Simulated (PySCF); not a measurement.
C₄H₇BF₂, SMILES FB1CCC[C@H]1F.

Coordinates come from a PBE-D3(BJ)/def2-SVP optimisation. The structure was generated by enumeration; whether it is a known compound was not checked. One conformer was computed; it need not be the lowest.

These are PBE/def2-TZVP (PySCF) values and carry that method's errors.

The molecule is in vacuum.

Computed frontier levels, gap, dipole moment and polarisability:
```
Quantity                                                                                                        Value
---------------------------------------------------------------------------------------------  ----------------------
highest occupied level                                                                                       -6.61 eV
lowest empty level                                                                                           -1.86 eV
orbital gap                                                                                                   4.75 eV
dipole moment                                                                                               0.464 e·Å
quadrupole, principal values (traceless, Buckingham form, about the centre of nuclear charge)  -3.17, -1.59, 4.77 D·Å
mean static polarisability                                                                       60.7 bohr³ (8.99 Å³)
polarisability, principal values                                                               53.9, 64.0, 64.2 bohr³
```
